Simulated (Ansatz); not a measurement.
**Molecular dynamics of Ge$_{3}$H$_{8}$**

Input file:

```yaml
crystal:
  periodic: [false, false, false]
  atoms:
    - { symbol: Ge, position_ang: [-0.053546, -0.095157, -0.208368] }
    - { symbol: H, position_ang: [-0.249714, -0.422355, 1.277036] }
    - { symbol: Ge, position_ang: [2.317479, 0.012839, -0.710766] }
    - { symbol: H, position_ang: [3.019144, -1.301306, -0.359639] }
    - { symbol: H, position_ang: [2.52117, 0.29283, -2.20207] }
    - { symbol: H, position_ang: [2.972903, 1.14456, 0.085054] }
    - { symbol: Ge, position_ang: [-1.148912, 2.006708, -0.725641] }
    - { symbol: H, position_ang: [-2.656407, 1.926362, -0.467493] }
    - { symbol: H, position_ang: [-0.564294, 3.128591, 0.137902] }
    - { symbol: H, position_ang: [-0.924208, 2.366028, -2.197709] }
    - { symbol: H, position_ang: [-0.700415, -1.2228, -1.022206] }
basis:
  gaussian: { orbitals: def2-mTZVP }
hamiltonian:
  xc: { name: BHLYP }
  dispersion: d4
md:
  timestep: 0.25
  n_steps: 150
  ensemble: nvt_langevin
  temperature: 100.0
  initial_velocities: maxwell_boltzmann
  seed: 190725
  friction: 0.05
```

Run as:

```bash
$ ansatz run input.yaml --threads 4 --pin off --max-ram 5120MiB --backend cpu --events-out ev --progress --plain --runs-dir out
```

It starts from a relaxed structure.

Output, in part (one step line in 6, the closing report, with atoms numbered from 0):

```
md step     0: t =     0.00 fs  T =    90.9 K  F+E_penalty+E_count = -169683.40112993 eV  E_kin = 0.129260 eV  (22 SCF iters)
md step     6: t =     1.50 fs  T =    81.0 K  F+E_penalty+E_count = -169683.38832484 eV  E_kin = 0.115137 eV  (18 SCF iters)
md step    12: t =     3.00 fs  T =    70.5 K  F+E_penalty+E_count = -169683.36714628 eV  E_kin = 0.100300 eV  (18 SCF iters)
md step    18: t =     4.50 fs  T =    81.6 K  F+E_penalty+E_count = -169683.35164404 eV  E_kin = 0.116045 eV  (18 SCF iters)
md step    24: t =     6.00 fs  T =    87.9 K  F+E_penalty+E_count = -169683.34686351 eV  E_kin = 0.124956 eV  (21 SCF iters)
md step    30: t =     7.50 fs  T =    79.1 K  F+E_penalty+E_count = -169683.34092801 eV  E_kin = 0.112445 eV  (21 SCF iters)
md step    36: t =     9.00 fs  T =    67.0 K  F+E_penalty+E_count = -169683.32192285 eV  E_kin = 0.095267 eV  (18 SCF iters)
md step    42: t =    10.50 fs  T =    60.3 K  F+E_penalty+E_count = -169683.30496089 eV  E_kin = 0.085706 eV  (19 SCF iters)
md step    48: t =    12.00 fs  T =    65.2 K  F+E_penalty+E_count = -169683.30581192 eV  E_kin = 0.092767 eV  (24 SCF iters)
md step    54: t =    13.50 fs  T =    62.3 K  F+E_penalty+E_count = -169683.31864312 eV  E_kin = 0.088591 eV  (18 SCF iters)
md step    60: t =    15.00 fs  T =    75.5 K  F+E_penalty+E_count = -169683.33051427 eV  E_kin = 0.107337 eV  (18 SCF iters)
md step    66: t =    16.50 fs  T =    68.6 K  F+E_penalty+E_count = -169683.34014944 eV  E_kin = 0.097484 eV  (19 SCF iters)
md step    72: t =    18.00 fs  T =    67.2 K  F+E_penalty+E_count = -169683.34534872 eV  E_kin = 0.095501 eV  (18 SCF iters)
md step    78: t =    19.50 fs  T =    65.1 K  F+E_penalty+E_count = -169683.34473321 eV  E_kin = 0.092526 eV  (18 SCF iters)
md step    84: t =    21.00 fs  T =    61.9 K  F+E_penalty+E_count = -169683.34647502 eV  E_kin = 0.087969 eV  (18 SCF iters)
md step    90: t =    22.50 fs  T =    71.4 K  F+E_penalty+E_count = -169683.35147033 eV  E_kin = 0.101576 eV  (18 SCF iters)
md step    96: t =    24.00 fs  T =    78.0 K  F+E_penalty+E_count = -169683.35662661 eV  E_kin = 0.110956 eV  (18 SCF iters)
md step   102: t =    25.50 fs  T =    98.5 K  F+E_penalty+E_count = -169683.35156845 eV  E_kin = 0.140010 eV  (21 SCF iters)
md step   108: t =    27.00 fs  T =    99.7 K  F+E_penalty+E_count = -169683.33868862 eV  E_kin = 0.141811 eV  (18 SCF iters)
md step   114: t =    28.50 fs  T =    80.3 K  F+E_penalty+E_count = -169683.33137779 eV  E_kin = 0.114237 eV  (18 SCF iters)
md step   120: t =    30.00 fs  T =    92.8 K  F+E_penalty+E_count = -169683.33665261 eV  E_kin = 0.131941 eV  (18 SCF iters)
md step   126: t =    31.50 fs  T =    86.3 K  F+E_penalty+E_count = -169683.34471918 eV  E_kin = 0.122693 eV  (21 SCF iters)
md step   132: t =    33.00 fs  T =    70.6 K  F+E_penalty+E_count = -169683.33489467 eV  E_kin = 0.100451 eV  (18 SCF iters)
md step   138: t =    34.50 fs  T =    47.0 K  F+E_penalty+E_count = -169683.31836934 eV  E_kin = 0.066792 eV  (18 SCF iters)
md step   144: t =    36.00 fs  T =    56.2 K  F+E_penalty+E_count = -169683.31838756 eV  E_kin = 0.079895 eV  (19 SCF iters)
md step   150: t =    37.50 fs  T =    61.3 K  F+E_penalty+E_count = -169683.32932196 eV  E_kin = 0.087177 eV  (24 SCF iters)
Total energy: -169683.32954146 eV, -6235.7473451570 hartree
Atom 0 at    -0.050699    -0.053458    -0.176658 Å, force     0.480668    -0.246241    -0.020148 eV/Å
Atom 1 at    -0.259244    -0.405246     1.301110 Å, force     0.057999     0.005589    -0.013632 eV/Å
Atom 2 at     2.341143     0.011222    -0.723905 Å, force    -0.016252     0.355045     0.484710 eV/Å
Atom 3 at     3.038390    -1.329922    -0.684142 Å, force     0.002235    -0.446017     0.280145 eV/Å
Atom 4 at     2.604206     0.441817    -2.153084 Å, force    -0.123295     0.384156    -0.253257 eV/Å
Atom 5 at     3.059845     0.956595     0.277150 Å, force    -0.127081    -0.161017    -0.314762 eV/Å
Atom 6 at    -1.141893     2.013762    -0.718225 Å, force    -0.335818     0.237074    -0.219846 eV/Å
Atom 7 at    -2.616802     2.043651    -0.251170 Å, force     0.288043    -0.028660    -0.076420 eV/Å
Atom 8 at    -0.397844     3.189531    -0.091127 Å, force     0.018869     0.058295     0.088002 eV/Å
Atom 9 at    -1.100132     2.209071    -2.243851 Å, force    -0.043425    -0.024386     0.116347 eV/Å
Atom 10 at    -0.631471    -1.183425    -1.016125 Å, force    -0.201943    -0.133837    -0.071139 eV/Å
Dipole moment:    -0.065337     0.001919     0.029640 e Å
```

The run went to its last step. The mean temperature of the second half is 24 % below the set value. A run of 0.037 ps of so small a system gives no equilibrium averages.

The same pairs are bonded in the first frame and the last. Pairs count as bonded within 1.25 times the sum of covalent radii (0.12 Å more for H–H).

Last frame:

```xyz
11
Properties=species:S:1:pos:R:3
Ge -0.051 -0.053 -0.177
H -0.259 -0.405 1.301
Ge 2.341 0.011 -0.724
H 3.038 -1.330 -0.684
H 2.604 0.442 -2.153
H 3.060 0.957 0.277
Ge -1.142 2.014 -0.718
H -2.617 2.044 -0.251
H -0.398 3.189 -0.091
H -1.100 2.209 -2.244
H -0.631 -1.183 -1.016
```

Run time: 7 min on 4 threads of Arm Neoverse V1, on a shared host, peak memory 0.42 GiB.
